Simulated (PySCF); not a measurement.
Isomers of C4H8N2O2Si, mass 144.036 u with the commonest isotopes. Theory: PBE0/pcSseg-1 in PySCF (dipole) on a GFN2-xTB geometry, gas phase. One conformer each, none proved a minimum here; rigid rotors.

**Question.** Order these by rotational constant A, largest first.
A. `[CH2:1]=[N:2][C@@H:3]1[CH2:4][Si@H:5]([C:6]([NH2:7])=[O:8])[O:9]1` with C1–N2–C3–C4 115°, C4–Si5–C6–N7 -63°, Si5–C6–N7–H -178° and -6°
B. `[CH3:1][O:2][Si@H:3]([OH:4])[n:5]1[cH:6][cH:7][cH:8][n:9]1` with C1–O2–Si3–O4 -60°, O2–Si3–O4–H -140°, O2–Si3–N5–C6 -42°
C. `[CH3:1][CH2:2][c:3]1[n:4][c:5]([O:6][SiH3:7])[n:8][o:9]1` with C1–C2–C3–N4 -103°, N4–C5–O6–Si7 0°

**Answer.** C (3333 MHz), B (3202 MHz), A (2676 MHz).

**Question.** Order these by rotational constant C, smallest first.
A. `[CH2:1]=[N:2][C@@H:3]1[CH2:4][Si@H:5]([C:6]([NH2:7])=[O:8])[O:9]1` with C1–N2–C3–C4 115°, C4–Si5–C6–N7 -63°, Si5–C6–N7–H -178° and -6°
B. `[CH3:1][CH2:2][c:3]1[n:4][c:5]([O:6][SiH3:7])[n:8][o:9]1` with C1–C2–C3–N4 -103°, N4–C5–O6–Si7 0°
C. `[CH3:1][O:2][Si@H:3]([OH:4])[n:5]1[cH:6][cH:7][cH:8][n:9]1` with C1–O2–Si3–O4 -60°, O2–Si3–O4–H -140°, O2–Si3–N5–C6 -42°

**Answer.** B (655.8 MHz), C (751.0 MHz), A (782.8 MHz).

**Question.** Order these by out-of-plane moment Σ m c² = (Ia + Ib − Ic)/2, largest first.
A. `[CH3:1][CH2:2][c:3]1[n:4][c:5]([O:6][SiH3:7])[n:8][o:9]1` with C1–C2–C3–N4 -103°, N4–C5–O6–Si7 0°
B. `[CH2:1]=[N:2][C@@H:3]1[CH2:4][Si@H:5]([C:6]([NH2:7])=[O:8])[O:9]1` with C1–N2–C3–C4 115°, C4–Si5–C6–N7 -63°, Si5–C6–N7–H -178° and -6°
C. `[CH3:1][O:2][Si@H:3]([OH:4])[n:5]1[cH:6][cH:7][cH:8][n:9]1` with C1–O2–Si3–O4 -60°, O2–Si3–O4–H -140°, O2–Si3–N5–C6 -42°

**Answer.** B (42.68 u·Å²), A (22.93 u·Å²), C (16.11 u·Å²).

```tsv
SMILES	point group	Ia (u·Å²)	Ib (u·Å²)	Ic (u·Å²)	κ	μa (D)	μb (D)	μc (D)
CCc1nc(O[SiH3])no1	C1	151.65	664.82	770.60	-0.92	1.16	3.13	0.47
C=N[C@@H]1C[Si@H](C(N)=O)O1	C1	188.87	542.06	645.57	-0.84	1.97	1.98	0.22
CO[Si@H](O)n1cccn1	C1	157.82	547.31	672.90	-0.86	0.96	1.31	0.50
```
